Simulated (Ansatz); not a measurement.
Z-matrix (Å, degrees):
```
Sb
Cl 1 2.334
Cl 1 2.334 2 97.6
Cl 1 2.334 2 97.6 3 -98.7
```

The species carries charge 0 and has multiplicity 1. Sb takes the def2 core potential.

(1) List the r2SCAN/def2-TZVPP orbital energies in eV (the Gaussian-basis code of Ansatz). (An estimate is asked.)

Results:

(1) Computed: Occupied: -2753.68, -2753.68, -2753.68, -255.05, -255.05, -255.05, -193.60, -193.60, -193.60, -193.45, -193.45, -193.45, -193.44, -193.44, -193.44, -156.22, -107.96, -107.96, -107.85, -36.19, -36.19, -36.08, -36.08, -36.02, -22.18, -21.26, -21.26, -15.00, -10.68, -10.68, -9.75, -8.83, -8.83, -8.33, -8.33, -8.18, -7.75. Lowest empty: -2.50, -2.50, -2.16, 2.90, 2.90, 3.06, 4.18, 4.18.
